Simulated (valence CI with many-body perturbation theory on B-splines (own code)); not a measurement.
Results of a calculation; reference values are marked as such.
Tm XXXIX in three bases

Method: valence CI with perturbative core correlation (CI+MBPT): three valence electrons over a frozen Dirac-Fock core [Ar] 3d10, radial functions for each j: 9 s, 9 p, 8 d, 6 f, 3 g, 1 h, with the one-electron correlation potential Σ1, the two-electron term Σ2, the three-electron term Σ3, Breit, model QED; selected CI, second order for the rest, scaled by the run's own slope (own B-spline code, finite nucleus).

No measured spectrum was set against this ion. As an estimate, large intervals hold to a few tenths of a per cent, small ones and those within an open d or f shell to about a per cent.

The reference run has the lowest level (4s^2 4p1/2) J=1/2 and an ionisation energy of 1762.23 eV. Its largest variational space holds 8710 state functions.

Levels are named by their leading jj configuration (3d3/2^4 stands for four electrons in 3d with j = 3/2), which in mixed levels can hold well under half, so a name can repeat and another be missing. Letters in brackets count levels of one name in rising energy.

Changed runs:
A. basis 6 s, 6 p, 5 d, 3 f, 1 g
B. basis 5 s, 5 p, 4 d, 2 f

Excitation energies of the reference run in cm⁻¹, and shifts in cm⁻¹:

| Level | Reference | A | B |
| --- | --- | --- | --- |
| (4s^2 4p3/2) J=3/2 | 544021 | -29 | -57 |
| (4s 4p1/2^2) J=1/2 | 679308 | -27 | -50 |
| (4s 4p1/2 4p3/2) J=3/2 [a] | 1131880 | -173 | -626 |
| (4s 4p1/2 4p3/2) J=5/2 | 1191450 | -59 | -142 |
| (4s 4p1/2 4p3/2) J=3/2 [b] | 1277660 | +38 | +288 |
| (4s 4p1/2 4p3/2) J=1/2 | 1299730 | +57 | +374 |
| (4s 4p3/2^2) J=5/2 | 1685900 | -148 | -482 |
| (4s^2 4d3/2) J=3/2 | 1691020 | +137 | +834 |
| (4s^2 4d5/2) J=5/2 | 1840220 | +209 | +1212 |
| (4s 4p3/2^2) J=1/2 | 1844070 | +102 | +640 |
| (4s 4p3/2^2) J=3/2 | 1875710 | +128 | +776 |
| (4p1/2^2 4p3/2) J=3/2 | 1964300 | -25 | +6.6 |
| Ionisation energy (eV) | 1762.23 | -0.023 | -0.08 |
